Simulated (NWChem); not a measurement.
System: GaHOBrCl; SMILES [OH][Ga]([Cl])[Br]

NWChem input:

```
start job
memory heap 200 mb stack 900 mb global 1100 mb
geometry units angstroms noautoz
  Ga     0.377925    -0.421438     0.000000
  Cl    -0.931899    -2.130686     0.000000
  Br    -0.444451     1.698961     0.000000
  O      2.151840    -0.649179     0.000000
  H      2.377704    -1.599890     0.000000
end
basis spherical
  * library def2-svp
end
dft
  xc b3lyp
  iterations 150
  mulliken
end
task dft energy
```

Structure relaxed at the PBE-D3(BJ)/def2-SVP level.

Task: Give the results of this calculation. (B3LYP/def2-SVP.) Quantities: energy (Ha); highest occupied level (eV); orbital gap (eV); dipole (D).

Result: 
```yaml
energy (Ha): -5034.50
highest occupied level (eV): -8.38
orbital gap (eV): 6.42
dipole (D): 1.27
```
